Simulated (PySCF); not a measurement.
A side-by-side comparison of computed properties.

First species: C7H6ClO2P.
SMILES: `C(OC)(c1cc(ccp1)Cl)=O`

Second species: C5H10NO2P.
SMILES: `CC[P@@](=O)(CO)CC#N`

Levels: PBE0/pcSseg-1 for dipole moment, HOMO energy, LUMO energy and HOMO–LUMO gap; GFN2-xTB for rotational constant A and rotational constant C. Geometries: GFN2-xTB. Each species is one conformer at its optimised geometry, gas phase, non-relativistic unless stated; the electronic structure was computed with PySCF and density fitting.

Dipoles, sizes and rotational constants follow the conformer. The torsions of the flexible species, by atom-mapped SMILES:
- `[CH3:1][O:2][C:3](=[O:4])[c:5]1[cH:6][c:7]([Cl:8])[cH:9][cH:10][p:11]1`: C1–O2–C3–O4 0°, O2–C3–C5–C6 180°
- `[CH3:1][CH2:2][P@@:3](=[O:4])([CH2:5][OH:6])[CH2:7][C:8]#[N:9]`: C1–C2–P3–O4 -56°, C2–P3–C5–O6 -80°, C2–P3–C7–C8 -57°, H–O6–C5–P3 -46°

```tsv
property	column X	column Y
dipole moment	2.08 D	1.16 D
HOMO energy	-7.29 eV	-7.86 eV
LUMO energy	-2.35 eV	0.13 eV
HOMO–LUMO gap	4.94 eV	7.99 eV
rotational constant A	1.645 GHz	1.787 GHz
rotational constant C	0.382 GHz	0.937 GHz
```

Q: Which column belongs to which species?

A: Column X is the first species and column Y the second. The first has 17 atoms and 96 electrons, the second 19 and 78.

Q: How does each property change from the first species to the second?

A: dipole moment -0.92 D; HOMO energy -0.57 eV; LUMO energy +2.48 eV; HOMO–LUMO gap +3.05 eV; rotational constant A +0.142 GHz; rotational constant C +0.555 GHz.

On the first: The dipole matches unit charges of opposite sign 0.43 Å apart (1 e·Å = 4.8032 D).

On the second: The dipole matches unit charges of opposite sign 0.24 Å apart (1 e·Å = 4.8032 D).
